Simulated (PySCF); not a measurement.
From one molecule to another.

First species: C11H15Cl.
Numbering: `[CH:1]#[C:2][C@@H:3]1[CH2:4][CH2:5][C@:6]2([CH2:7]1)[CH2:8][C@H:9]([CH2:10][Cl:11])[CH2:12]2` (hydrogens: H13 on C1; H14 on C3; H15, H16 on C4; H17, H18 on C5; H19, H20 on C7; H21, H22 on C8; H23 on C9; H24, H25 on C10; H26, H27 on C12)

Second species: C₇H₁₆Ge.
Numbering: `[CH3:1][CH2:2][C@@H:3]1[CH2:4][CH2:5][C@@H:6]([GeH3:7])[CH2:8]1` (hydrogens: H9, H10, H11 on C1; H12, H13 on C2; H14 on C3; H15, H16 on C4; H17, H18 on C5; H19 on C6; H20, H21, H22 on Ge7; H23, H24 on C8)

Structure used (PBE0-D3(BJ)/def2-SVP), in Å, numbered top down from 1:
```xyz
24
C7H16Ge angstrom
C     -2.4890    1.0766   -0.0113
C     -1.6139   -0.0613    0.4910
C     -0.1203    0.2223    0.3995
C      0.4170    0.4076   -1.0393
C      1.7711   -0.3301   -1.1036
C      2.1353   -0.6502    0.3559
Ge     3.1542    0.8079    1.2042
C      0.7635   -0.8785    0.9945
H     -3.5588    0.8387    0.0903
H     -2.2989    2.0032    0.5544
H     -2.2988    1.2960   -1.0737
H     -1.8709   -0.2853    1.5411
H     -1.8342   -0.9834   -0.0776
H      0.0769    1.1520    0.9642
H      0.5193    1.4738   -1.2911
H     -0.2874   -0.0150   -1.7743
H      2.5450    0.2436   -1.6379
H      1.6545   -1.2765   -1.6578
H      2.7772   -1.5428    0.4296
H      2.5065    2.1806    0.9255
H      3.2259    0.6031    2.7319
H      4.5874    0.8368    0.6346
H      0.3770   -1.8668    0.6818
H      0.7692   -0.8720    2.0964
```

Levels: PBE0/def2-SVPD for HOMO energy, LUMO energy, HOMO–LUMO gap and static isotropic polarisability; TDDFT PBE0/def2-SVPD for lowest singlet excitation; TDA PBE0/def2-SVPD for lowest triplet excitation (Tamm–Dancoff). Geometries: PBE0-D3(BJ)/def2-SVP. Each structure is a single optimised conformer of the isolated species, non-relativistic unless stated. Electronic properties by PySCF.

| property | column X | column Y |
| --- | --- | --- |
| HOMO energy | -7.83 eV | -7.67 eV |
| LUMO energy | 0.38 eV | 0.44 eV |
| HOMO–LUMO gap | 8.21 eV | 8.11 eV |
| lowest singlet excitation | 7.12 eV | 6.48 eV |
| lowest triplet excitation (Tamm–Dancoff) | 6.88 eV | 5.25 eV |
| static isotropic polarisability | 113.4 au | 136.0 au |

(1) Which column belongs to which species?

(2) How does each property change from the first species to the second?

## Answers

(1) Column X is the second species and column Y the first. The first has 27 atoms and 98 electrons, the second 24 and 90.

(2) HOMO energy -0.16 eV; LUMO energy -0.06 eV; HOMO–LUMO gap +0.10 eV; lowest singlet excitation +0.64 eV; lowest triplet excitation (Tamm–Dancoff) +1.63 eV; static isotropic polarisability -22.6 au.

On the first: The vertical singlet–triplet gap S1 − T1 is 1.23 eV (TDDFT singlet less Tamm–Dancoff triplet). The principal polarisabilities are 113.1, 132.1 and 162.8 au; their mean is the isotropic value.

On the second: S1 lies 1.09 eV below the HOMO–LUMO gap; its leading configuration is HOMO→LUMO, weight 0.96. No computed singlet falls in the visible range (750 to 380 nm, 1.65 to 3.26 eV); S1 lies 3.86 eV above its blue end. Relativistic effects, spin–orbit coupling among them, are left out although an element past zinc is present.
